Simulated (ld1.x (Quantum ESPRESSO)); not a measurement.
# Ranking ultrasoft potentials for silicon

All share these settings but for the change named:

ld1.x (Quantum ESPRESSO) 7.5 input, shortened:

```
&input
   title='Si', zed=14., rel=1, dft='PBE', iswitch=3,
   config='[Ne] 3s2 3p1'
 /
 &inputp
   pseudotype=3, tm=.true., lloc=-1, rcloc=2.00,
   nlcc=.true., new_core_ps=.true., rcore=1.30
 /
4
3S  1  0   2.00   0.00  1.35  1.85  0.0
3S  1  0   0.00  -0.60  1.35  1.85  0.0
3P  2  1   1.00   0.00  1.80  2.10  0.0
3P  2  1   0.00  -0.45  1.80  2.10  0.0
 &test
   configts(1)='3s2 3p1'
 /
```

Test errors are all-electron minus pseudo excitation energies from the reference, over 3s2 3p2; 3s2 3p0; 3s1 3p0; 3s2 3p1.5; 3s1 3p3; 3s0 3p4; 3s2 3p2.3. None of these files shows a bound ghost.

The base gives 31.1 meV.

Of 10 variants that were run, those that failed, showed a ghost or another fault, or gave nearly equal values are left out.

A variant can come out equal or close to the base, since the largest error may sit in a test that the change hardly touches while other tests move.

Q: Rank these variants by their largest absolute test error, smallest first.
A. functional LDA (PZ)
B. type TM; waves now 3s (bound): rc 1.85 bohr; 3p (bound): rc 2.10 bohr; local potential all-electron potential smoothed inside 1.40 bohr (lloc = -2)
C. all radii but the core radius scaled by about 1.15 (s 2.12, p 2.42 bohr, rcut 1.56/2.06); local potential all-electron potential smoothed inside 2.30 bohr (lloc = -1)
D. waves 3p (bound): rcut 1.74, rcutus 1.84 bohr; 3p channel at -0.45 Ry: rcut 1.74, rcutus 1.84 bohr

A: A (19.6 meV), D (30.3 meV), C (37.4 meV), B (57.0 meV).
